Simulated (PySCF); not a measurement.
```xyz
6
charge 0 multiplicity 3, angstrom
Mo    0.0592    0.0021   -0.0212
O     1.7102   -0.2979    0.0163
O    -0.7833    1.7017    0.1409
O    -1.1995   -1.4310   -0.0261
H    -0.4850    2.5388    0.5177
H    -1.2810   -2.1416    0.6246
```

Method: UB3LYP/[Mo def2-SVP with ECP28, O def2-SVP, H def2-SVP], scalar-relativistic core potentials, density fitting, no spin–orbit coupling, PySCF.

This geometry of MoO(OH)₂ is a stationary point at this level.

Question: What is the point group?

Answer: C1.

Question: Is it a minimum?

Answer: Yes: all harmonic wavenumbers are real.

Question: Give the ideal-gas entropy at 298.15 K and 1 bar by parts.

Answer: translation 171.2, rotation 107.1, vibration 59.3, spin 9.1; total 346.7 J/(mol K).

Question: What is the atomisation energy, with and without zero-point energy?

Answer: 2345 kJ/mol without, 2273 kJ/mol with.

Only a few start shapes were tried, so a lower isomer may exist. With open d or f shells other occupations or spin states may lie lower.
